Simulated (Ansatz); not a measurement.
CH₅CdN⁺, that is CdMe(NH2) with one electron fewer. Charge 1, multiplicity 2. Geometry PBE-D4/def2-TZVP.

```xyz
8

Cd    0.087    0.275    0.077
C     0.468   -1.749    0.526
H    -0.238   -2.351   -0.054
H     0.311   -1.852    1.606
H     1.507   -1.934    0.234
N    -0.525    2.242   -0.601
H    -1.396    2.705   -0.301
H    -0.213    2.664   -1.487
```

In the def2 sets Cd takes a core potential; there is no spin–orbit coupling.

Question: Estimate the α-spin orbital energies around the gap (eV) in Ansatz with PBE-D4/def2-TZVP, PBE0-D4/def2-TZVP.

Answer: 
```
orbital  PBE-D4/def2-TZVP  PBE0-D4/def2-TZVP
 HOMO−5            -17.89             -19.96
 HOMO−4            -15.36             -17.24
 HOMO−3            -14.38             -16.48
 HOMO−2            -14.34             -15.52
 HOMO−1            -13.99             -15.48
   HOMO            -12.07             -12.71
   LUMO             -7.02              -6.09
 LUMO+1             -5.79              -4.98
 LUMO+2             -5.57              -4.79
 LUMO+3             -4.27              -3.48
 LUMO+4             -2.98              -2.26
 LUMO+5             -2.88              -1.92
 β HOMO            -11.99             -12.68
 β LUMO            -11.34              -9.93
```
